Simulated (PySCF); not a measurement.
Species: C3H7BrGe.
SMILES with atom numbers: `[GeH3:1][C@@H:2]1[CH2:3][C@H:4]1[Br:5]` (hydrogens: H6, H7, H8 on Ge1; H9 on C2; H10, H11 on C3; H12 on C4)

The calculation used PySCF, PBE0-D3(BJ)/def2-SVP geometry optimisation, gas phase.

Give the optimised bond lengths and angles.

```csv
bond,length (Å)
Ge1–C2,1.945
C2–C3,1.512
C3–C4,1.488
C4–Br5,1.914
C2–C4,1.497
"Ge1–H6, Ge1–H7, Ge1–H8",1.540
C2–H9,1.095
C3–H10,1.095
C3–H11,1.093
C4–H12,1.093
```

Bonds in one row agree within 0.01 Å and their mean is given. A selection of angles:
```csv
angle,degrees
C2–Ge1–H6,110.3
C2–Ge1–H7,110.7
C2–Ge1–H8,107.8
H6–Ge1–H7,109.4
Ge1–C2–C3,121.5
Ge1–C2–C4,120.2
Ge1–C2–H9,114.9
C3–C2–C4,59.3
C3–C2–H9,114.9
C4–C2–H9,115.0
C2–C3–C4,59.8
C2–C3–H10,119.5
C2–C3–H11,117.4
C4–C3–H10,117.6
C4–C3–H11,117.6
H10–C3–H11,114.4
C3–C4–Br5,119.8
C3–C4–H12,119.3
Br5–C4–H12,110.1
C2–C4–C3,60.9
C2–C4–Br5,119.8
C2–C4–H12,119.7
```

Dihedral angles: Ge1–C2–C3–C4 -109° (anticlinal); C2–C3–C4–Br5 -110° (anticlinal); Ge1–C2–C4–C3 111° (anticlinal).

The 3-membered ring C2–C3–C4 has internal angles of 59.3° to 60.9°. Ge1 (germanium bonded to C and 3 H) is tetrahedral (angles from 107.8° to 110.7°). The 3 C–C bonds span 1.488 Å (C3–C4, drawn single) to 1.512 Å (C2–C3, drawn single), a spread of 0.024 Å.

Point group: C1 (no symmetry element, even within 0.4 Å). No PBE0-D3(BJ)/def2-SVP frequencies stand behind this structure, so it isn't proved a minimum.

On an Arm Neoverse V2 with one thread, on a shared host, this took 49 s of wall time and 0.54 GiB of memory at its peak. That covers the optimisation of the geometry.
